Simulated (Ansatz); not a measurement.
Frontier orbitals of ClH$_{3}$O$_{3}$Zr, SMILES `[OH][Zr]([OH])([OH])[Cl]`.

Total charge 0; spin multiplicity 1. Correlated methods include outer-core shells of Zr, which these sets cover unevenly. Zr takes the def2 core potential. Geometry: relaxed with PBE0-D4/def2-TZVP. It is one conformer, not always the lowest. Basis def2-TZVPP, Ansatz.

```
functional  HOMO (eV)  LUMO (eV)
      BLYP      -6.98      -0.95
```

Q: Give HOMO and LUMO (eV) with LDA (SPW92), PBE, revPBE, r2SCAN, B97M-V, PBE0, B3LYP, r2SCANh, r2SCAN0, HSE06 (plane-wave form), BHLYP, CAM-B3LYP, LC-ωPBE, ωB97X-V, ωB97M-V, HF. (Best estimate.)

A: The calculation gave: 
```tsv
functional	HOMO	LUMO
LDA (SPW92)	-7.30	-1.26
PBE	-7.13	-1.04
revPBE	-7.06	-0.95
r2SCAN	-7.51	-0.83
B97M-V	-7.57	-0.82
PBE0	-8.58	-0.26
B3LYP	-8.30	-0.57
r2SCANh	-8.04	-0.50
r2SCAN0	-8.84	0.00
HSE06 (plane-wave form)	-8.18	-0.59
BHLYP	-9.88	0.15
CAM-B3LYP	-9.95	0.28
LC-ωPBE	-11.38	1.26
ωB97X-V	-11.00	1.16
ωB97M-V	-10.86	0.59
HF	-11.98	1.46
```

B3LYP here is the variant with VWN-RPA as its local correlation; programs differ in this. LC-ωPBE has ω = 0.4 bohr⁻¹. Positive LUMOs are unbound and depend on the basis.
